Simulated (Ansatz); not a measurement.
Compare A (`BC(B)CF`) with its isomer B (`BCB(C)F`).

Computed with Ansatz on PBE0-D4/def2-TZVP structures; ΔE is electronic, products minus reactants. CBS: MP2 limit from def2 TZ/QZ plus the TZ coupled-cluster correction, frozen cores. Functionals use def2-TZVPP. Each species was taken in one conformer, which may not be the lowest.

A:

```xyz
12

B    -0.183    1.474    0.411
C    -0.121   -0.071    0.283
B    -1.291   -0.507   -0.638
C     1.234   -0.657   -0.014
F     1.179   -2.044    0.009
H     0.790    2.144    0.209
H    -1.203    2.008    0.730
H    -0.473   -0.324    1.306
H    -2.421   -0.348   -0.283
H    -1.070   -0.962   -1.722
H     1.572   -0.358   -1.011
H     1.988   -0.355    0.719
```

B:

```xyz
12

B    -1.1743   -0.0987   -1.4147
C    -0.7600   -0.8715   -0.1413
B    -0.0358    0.1439    0.8191
C     1.4530    0.5922    0.6905
F    -0.7513    0.6449    1.8284
H    -2.3071    0.2438   -1.5932
H    -0.3489    0.2115   -2.2266
H     0.0128   -1.6034   -0.4090
H    -1.5987   -1.3388    0.3774
H     1.8808    0.4001   -0.2944
H     1.5815    1.6478    0.9434
H     2.0480    0.0282    1.4203
```

(1) Which is lower in electronic energy at CCSD(T)/CBS, and by how much? (Best estimate.)

(2) Give E(B) − E(A) in kcal/mol with B2PLYP, PBE-D4, HF/def2-TZVPP, r2SCAN-D4, PBE0-D4, ωB97M-V, CCSD(T)/def2-TZVPP. (Best estimate.)

Largest T1 diagnostic: 0.012.

## Answers

(1) Computed: B, by 68.7 kcal/mol.

(2) The calculation gave: B2PLYP -69.2, PBE-D4 -68.2, HF/def2-TZVPP -67.1, r2SCAN-D4 -70.1, PBE0-D4 -68.7, ωB97M-V -68.7, CCSD(T)/def2-TZVPP -68.6. None reverses the order clearly.

In def2-TZVPP, CCSD(T) changes the Hartree–Fock value by −1.5 kcal/mol (the triples alone add −0.1 kcal/mol) and MP2 by −3.2 kcal/mol.
